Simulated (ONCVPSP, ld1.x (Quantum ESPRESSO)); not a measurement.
**Pseudopotentials across the periodic table**

Generated with ld1.x 7.5 (TM, RRKJ, ultrasoft, PAW), atompaw 4.2 or ONCVPSP 4.0.1. The cutoff is in Ry: for ld1.x and atompaw files where the sum of valence levels is converged to 10 mRy in a Bessel basis, for ONCV files where the hardest occupied wave has 1 mHa per electron of residual kinetic energy. The error is the largest all-electron minus pseudo excitation energy over each file’s own four to seven test configurations (ionisations up to +4, promotions, holes and added fractions of an electron), all of which were solved. The labels leave out finer settings (local radius, basis sizes, second energies), which also bear on the numbers. Spin-polarised tests are not counted. The rows are a selection from randomly drawn settings: files with unsolved tests, undetermined cutoffs or missed reference levels are left out.

A true bound ghost makes a file unfit for plane-wave use even where its test errors are small: the radial tests pick states by their node count and pass the ghost by.

| element | potential | cutoff (Ry) | largest error (meV) | bound ghosts |
| --- | --- | --- | --- | --- |
| Al | ONCV, PBEsol, scalar-relativistic, rc 1.75/1.35/1.70 (spd), local smoothed, core correction yes, reference 3s1.5, qcut 4.6/7/5, projectors 2/1/1 | 13 | +107 | none |
| P | ONCV, PBE, fully relativistic, rc 0.90/0.90/0.80 (spd), local smoothed, core correction yes, reference 2s2 2p6 3s2 3p2, qcut 11.4/19.1/11.5, projectors 2/2/2 | 240 | -522 | none |
| Sc | ONCV, PBE, scalar-relativistic, rc 1.50/1.10/2.55/1.95 (spdf), local smoothed, core correction yes, reference 3s2 3p6 3d1 4s1.5, qcut 7/5.9/5/5.5, projectors 2/2/1/2 | 112 | +70 | none |
| Ga | ONCV, PBE, scalar-relativistic, rc 1.45/1.50/1.00 (spd), local smoothed, core correction yes, reference 3d10 4s1, qcut 5.4/6.3/18.5, projectors 3/3/2 | 249 | +16 | s, p |
| Se | ONCV, Wu-Cohen, scalar-relativistic, rc 0.85/1.15/0.70 (spd), local smoothed, core correction yes, reference 3s2 3p6 3d10 4s2 4p3, qcut 16.1/10.2/25, projectors 2/2/1 | 442 | +140 | none |
| Se | ONCV, PBE, fully relativistic, rc 1.65/2.00/1.10 (spd), local smoothed, core correction yes, reference 3d10 4s1.5 4p4.5, qcut 4.8/3.9/16, projectors 2/2/2 | 194 | -52 | s |
| Rb | TM, LDA (PZ), non-relativistic, rc 2.45/1.65/3.55 (spd), local s, core correction no, reference 4s2 4p6 4d0 5s0 5p0 | 35 | +1038 | none |

**Question.** Fill in the row for Bi: RRKJ, PBE, non-relativistic, rc 1.95/2.20 (sp), local s, core correction no, reference 6s2 6p3.

**Answer.** cutoff 18 Ry, largest error +222 meV, bound ghosts: none.

**Question.** Fill in the row for C: ONCV, PBE, scalar-relativistic, rc 1.15/2.95 (sp), local smoothed, core correction yes, reference 2s1 2p3, qcut 6.9/5, projectors 2/1.

**Answer.** cutoff 39 Ry, largest error +3293 meV, bound ghosts: none.

**Question.** Fill in the row for Fe: ONCV, PBE, scalar-relativistic, rc 2.60/2.95/1.70 (spd), local smoothed, core correction yes, reference 3d6 4s1.5 4p0.5, qcut 2.3/2.2/8, projectors 1/2/2.

**Answer.** cutoff 58 Ry, largest error -201 meV, bound ghosts: none.
